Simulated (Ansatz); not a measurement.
```yaml
crystal:
  periodic: [false, false, false]
  atoms:
    - {symbol: Si, position_ang: [-0.132731, -0.352289, 1.203701]}
    - {symbol: O, position_ang: [0.623237, 0.386549, -0.086983]}
    - {symbol: B, position_ang: [0.327003, 0.478444, -1.382633]}
    - {symbol: Cl, position_ang: [-1.125745, -0.275086, -2.042423]}
    - {symbol: Cl, position_ang: [-1.180935, 0.533706, 1.685716]}
    - {symbol: H, position_ang: [-1.480935, 0.233706, 1.385716]}
    - {symbol: H, position_ang: [0.721580, -0.077245, 2.378661]}
    - {symbol: H, position_ang: [-0.226024, -1.808938, 0.951326]}
basis:
  gaussian: {orbitals: def2-SVP}
hamiltonian: {xc: {name: B2GP-PLYP}}
```

```sh
$ ansatz run in.yaml --threads 4 --pin off --events-out ev --progress --plain --max-ram 10444MiB
```

Output, abridged:

```
Functional definition: B2GP-PLYP
906 factors; integrals over basis functions are off by at most 8.9e-4 eV
mean field evaluation 1: about -35575.2257 eV, gradient 4.5e1 eV
mean field evaluation 2: about -35575.7542 eV, gradient 4.5e1 eV
mean field evaluation 4: about -35580.4216 eV, gradient 5.3e0 eV
mean field evaluation 8: about -35580.5425 eV, gradient 5.5e-1 eV
mean field evaluation 16: about -35580.5567 eV, gradient 9.8e-3 eV
mean field -35580.55671994 eV, -1307.5613420904 hartree, gradient 5.4e-6 eV, S^2 0.000000; 0 other end points of the search recorded, 0 dependent functions left out; unrestricted orbitals would lower it
17 core orbitals not correlated: weight in the atoms' cores, before any rotation towards them, 0.999 or more for the frozen orbitals, at most 0.001 for the correlated occupied ones
reference -35580.55683719 eV, -1307.5613463990 hartree; 15, 15 occupied and 65, 65 virtual orbitals, 906 factors
second order -20.75342266 eV of doubles, -0.00000000 eV of singles
Total energy: -35588.02806934 eV, -1307.8359091166 hartree
```

(1) What is wrong with this run?

Results:

(1) One atom was put on top of another. Self-consistency was reached. The result belongs to that input, not to the molecule as meant.
